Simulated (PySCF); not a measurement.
Breaking a bond: SMILES BB (H4B2). The B1–B4 bond (B1 also carries H, H; B4 carries H, H) is pulled apart rigidly from the PBE0/def2-TZVP optimised geometry.

- UHF/cc-pVDZ (PySCF)
- RHF/cc-pVDZ (PySCF)
- UKS-PBE = unrestricted PBE/cc-pVDZ (PySCF)
- RKS-PBE = restricted PBE/cc-pVDZ (PySCF)
- UKS-CAM-B3LYP = unrestricted CAM-B3LYP/cc-pVDZ (PySCF 2.14.0)
- RKS-CAM-B3LYP = restricted CAM-B3LYP/cc-pVDZ (PySCF 2.14.0)
- UKS-B3LYP = unrestricted B3LYP/cc-pVDZ in PySCF
- RKS-B3LYP = PySCF with restricted B3LYP/cc-pVDZ

Scanned distances (Å): 1.22, 1.31, 1.39, 1.48, 1.54, 1.58, 1.63, 1.69, 1.73, 1.79, 1.88, 2.02, 2.20, 2.42, 2.69, 2.90, 3.28, 3.58, 4.00, 4.43, 4.86, 5.69.

Question: Where does the unrestricted solution first break spin symmetry (<S²> of 0.01 or more)?

Answer: UHF: between 2.42 and 2.69 Å; UKS-PBE: between 2.90 and 3.28 Å; UKS-CAM-B3LYP: between 2.69 and 2.90 Å; UKS-B3LYP: between 2.90 and 3.28 Å.

```tsv
R / Å	<S²> UHF	E(RHF) − E(UHF) / kJ/mol	<S²> UKS-PBE	E(RKS-PBE) − E(UKS-PBE) / kJ/mol	<S²> UKS-CAM-B3LYP	E(RKS-CAM-B3LYP) − E(UKS-CAM-B3LYP) / kJ/mol	<S²> UKS-B3LYP	E(RKS-B3LYP) − E(UKS-B3LYP) / kJ/mol
1.22	0.00	0.0	0.00	0.0	0.00	0.0	0.00	0.0
1.31	0.00	0.0	0.00	0.0	0.00	0.0	0.00	0.0
1.39	0.00	0.0	0.00	0.0	0.00	0.0	0.00	0.0
1.48	0.00	0.0	0.00	0.0	0.00	0.0	0.00	0.0
1.54	0.00	0.0	0.00	0.0	0.00	0.0	0.00	0.0
1.58	0.00	0.0	0.00	0.0	0.00	0.0	0.00	0.0
1.63	0.00	0.0	0.00	0.0	0.00	0.0	0.00	0.0
1.69	0.00	0.0	0.00	0.0	0.00	0.0	0.00	0.0
1.73	0.00	0.0	0.00	0.0	0.00	0.0	0.00	0.0
1.79	0.00	0.0	0.00	0.0	0.00	0.0	0.00	0.0
1.88	0.00	0.0	0.00	0.0	0.00	0.0	0.00	0.0
2.02	0.00	0.0	0.00	0.0	0.00	0.0	0.00	0.0
2.20	0.00	0.0	0.00	0.0	0.00	0.0	0.00	0.0
2.42	0.00	0.0	0.00	0.0	0.00	0.0	0.00	0.0
2.69	0.36	11.6	0.00	0.0	0.00	0.0	0.00	0.0
2.90	0.62	45.6	0.00	0.0	0.10	0.5	0.00	0.0
3.28	0.86	124.6	0.29	2.6	0.63	31.2	0.51	14.0
3.58	0.93	186.1	0.66	19.3	0.82	68.6	0.76	40.2
4.00	0.98	261.4	0.87	48.1	0.94	119.7	0.91	77.7
4.43	1.00	324.2	0.95	73.0	0.98	163.6	0.97	109.2
4.86	1.00	374.4	0.98	91.0	0.99	198.2	0.99	132.7
5.69	1.00	441.7	1.00	110.7	1.00	243.0	1.00	160.2
```
